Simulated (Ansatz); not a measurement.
Total energies of `[CH2][Si](Cl)(Cl)Cl` radical.

```
atom    x (Å)    y (Å)    z (Å)
  C1   1.1503   0.0787   0.2555
 Si2  -0.6199  -0.0317  -0.1365
 Cl3  -1.0363   1.0454  -1.8127
 Cl4  -1.1805  -1.9636  -0.4739
 Cl5  -1.7287   0.6818   1.4143
  H6   1.8991   0.2054  -0.5186
  H7   1.5160  -0.0159   1.2720
```

Charge 0, multiplicity 2. All single points use the PBE0-D4/def2-TZVP geometry. Basis def2-TZVPP, Ansatz.

RPA on PBE orbitals: Hartree–Fock energy of these orbitals -1706.60195 Eh, correlation -1.36382 Eh (frozen core).

```csv
functional,energy without D4 (Eh),D4 term (kJ/mol)
PBE0,-1708.95950,-22.4
CAM-B3LYP,-1709.60383,-23.2
```

Q: Give the same for LDA (SPW92), PBE, revPBE, BLYP, r2SCAN, B97M-V, B3LYP, r2SCANh, r2SCAN0, HSE06 (plane-wave form), BHLYP, LC-ωPBE, ωB97X-V, ωB97M-V, B2PLYP, PBE-QIDH. (Best estimate.)

A: Ansatz gave: 
```tsv
functional	energy without D4 (Eh)	D4 term (kJ/mol)
LDA (SPW92)	-1703.59169	–
PBE	-1708.81134	-26.1
revPBE	-1709.24903	-67.0
BLYP	-1709.54220	-56.4
r2SCAN	-1709.44816	-5.9
B97M-V	-1709.15473	–
B3LYP	-1709.64024	-43.0
r2SCANh	-1709.44165	-6.5
r2SCAN0	-1709.43293	-7.3
HSE06 (plane-wave form)	-1708.92771	-21.1
BHLYP	-1709.56019	-36.5
LC-ωPBE	-1709.08658	–
ωB97X-V	-1709.31822	–
ωB97M-V	-1709.47970	–
B2PLYP	-1709.03512	–
PBE-QIDH	-1708.62129	–
```

B3LYP takes the VWN-RPA correlation (the form of Gaussian; ORCA's B3LYP/G). HSE06 is the plane-wave form, built on full-range PBE exchange. The double hybrids freeze the cores in their second-order part.

LC-ωPBE has ω = 0.4 bohr⁻¹.
